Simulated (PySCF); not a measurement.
From one molecule to another.

First species: C3H7ClOSi.
SMILES: `Cl[C@H]1C[C@H]1[SiH2]O`

Second species: C₆H₉Cl.
SMILES with atom numbers: `[CH2:1]=[CH:2][C@@H:3]([CH3:4])[C:5](=[CH2:6])[Cl:7]` (hydrogens: H8, H9 on C1; H10 on C2; H11 on C3; H12, H13, H14 on C4; H15, H16 on C6)

Levels: PBE0/def2-SVPD for dipole moment, HOMO energy, LUMO energy, HOMO–LUMO gap, static isotropic polarisability and electronic spatial extent ⟨r²⟩ about the centre of nuclear charge; TDDFT PBE0/def2-SVPD for lowest singlet excitation; TDA PBE0/def2-SVPD for lowest triplet excitation (Tamm–Dancoff); GFN2-xTB for rotational constant A and rotational constant C. Geometries: GFN2-xTB. Each structure is a single optimised conformer of the isolated species, non-relativistic unless stated; the electronic structure was computed with PySCF and density fitting.

Dipoles, sizes and rotational constants follow the conformer. The torsions of the flexible species, by atom-mapped SMILES:
- `[OH:1][SiH2:2][C@@H:3]1[CH2:4][C@@H:5]1[Cl:6]`: O1–Si2–C3–C4 28°, H–O1–Si2–C3 52°
- `[CH2:1]=[CH:2][C@@H:3]([CH3:4])[C:5](=[CH2:6])[Cl:7]`: C1–C2–C3–C4 120°, C2–C3–C5–C6 116°

(1) Which of the two has the higher dipole moment, and by how much?

(2) Which of the two has the higher T1 energy, and by how much?

(3) Which has the higher ⟨r²⟩?

(4) Which has the higher LUMO energy?

(5) Which has the higher HOMO energy?

(6) Which of the two has the higher rotational constant C, and by how much?

(7) Which of the two has the higher rotational constant A, and by how much?

(8) Which has the higher HOMO–LUMO gap?

## Answers

(1) The first: 2.21 D against 1.51 D, a difference of 0.70 D.

(2) The first: 6.24 eV against 4.15 eV, a difference of 2.09 eV.

(3) The second: 1010 bohr² against 890 bohr², a difference of 120 bohr².

(4) The first: 0.28 eV against -0.36 eV, a difference of 0.64 eV.

(5) The second: -7.34 eV against -8.08 eV, a difference of 0.74 eV.

(6) The second: 1.415 GHz against 1.406 GHz, a difference of 0.009 GHz.

(7) The first: 3.277 GHz against 2.877 GHz, a difference of 0.400 GHz.

(8) The first: 8.36 eV against 6.98 eV, a difference of 1.38 eV.

On the first: In atomic units the dipole is 0.87 e·bohr (1 au = 2.5417 D). The principal polarisabilities are 66.6, 76.7 and 82.9 au; their mean is the isotropic value.

On the second: The dipole equals about 5.0 × 10⁻³⁰ C·m (1 D = 3.33564 × 10⁻³⁰ C·m). No computed singlet falls in the visible range (750 to 380 nm, 1.65 to 3.26 eV); S1 lies 2.99 eV above its blue end.
